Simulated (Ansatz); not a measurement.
`CBCO` and `CBCOC` differ in one atom or group.

Ansatz, PBE0-D4/def2-TZVP geometries, multiplicity 1. Each molecule was computed in one conformer, which needn't be the lowest.

| property | `CBCO` |
| --- | --- |
| size of the dipole moment (PBE/def2-TZVPP) / D | 1.79 |
| LUMO energy (B3LYP/def2-TZVPP) / eV | -1.24 |
| HOMO energy (PBE/def2-TZVPP) / eV | -6.12 |
| HOMO–LUMO gap (B3LYP/def2-TZVPP) / eV | 6.31 |
| HOMO–LUMO gap (PBE0/def2-TZVPP) / eV | 6.81 |
| HOMO energy (ωB97M-V/def2-TZVPP) / eV | -10.25 |

(1) Give the same properties after the change, and the shifts. (Best estimate.)

Answers

(1) The calculation gave: 
```
                                      property  `CBCOC`  shift
size of the dipole moment (PBE/def2-TZVPP) / D     0.79  -1.00
           LUMO energy (B3LYP/def2-TZVPP) / eV    -0.92   0.32
             HOMO energy (PBE/def2-TZVPP) / eV    -5.86   0.26
         HOMO–LUMO gap (B3LYP/def2-TZVPP) / eV     6.29  -0.02
          HOMO–LUMO gap (PBE0/def2-TZVPP) / eV     6.75  -0.06
         HOMO energy (ωB97M-V/def2-TZVPP) / eV    -9.85   0.40
```

With PBE0 the HOMO rises by 0.36 eV and the LUMO rises by 0.31 eV, so the gap narrows by about 0.05 eV. PBE moves the HOMO by 0.26 eV and ωB97M-V by 0.40 eV. Dipoles are sizes alone; their direction can turn.

B3LYP here is the variant with VWN-RPA as its local correlation; programs differ in this.
